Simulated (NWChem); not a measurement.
System: C2H6Si, singlet; SMILES C[Si]C

The following NWChem deck was run.

```
start job
memory heap 200 mb stack 900 mb global 1100 mb
geometry units angstroms noautosym nocenter noautoz
  Si     0.000000     0.000000     0.756786
  C     -1.438355     0.023296    -0.495109
  H     -2.410153    -0.246772    -0.055192
  H     -1.263102    -0.577715    -1.403822
  H     -1.518902     1.077967    -0.830015
  C      1.438355    -0.023296    -0.495109
  H      1.263102     0.577715    -1.403822
  H      1.518902    -1.077967    -0.830015
  H      2.410153     0.246772    -0.055192
end
basis spherical
  * library 6-31g*
end
dft
  xc m05-2x
  iterations 150
end
cosmo
  do_cosmo_smd true
  solvent acetntrl
end
task dft energy
```

Low-valent species are run as closed-shell singlets; no triplet was tried in these runs. Coordinates come from a PBE0/def2-SVP optimisation. Solvent: acetonitrile.

Level: M05-2X/6-31G* with SMD (1 M gas to 1 M solution), gas-phase geometry. Reactions with the solvent are ignored.

**Question.** Give the results of this calculation. (M05-2X/6-31G* (spherical d), SMD on the gas-phase geometry.) Quantities: solvation free energy (kcal/mol); cavity-dispersion-structure term (kcal/mol); dipole in solution (D).

**Answer.** 
| Property | Result |
|---|---|
| solvation free energy (kcal/mol) | -3.1 |
| cavity-dispersion-structure term (kcal/mol) | -0.1 |
| dipole in solution (D) | 2.05 |
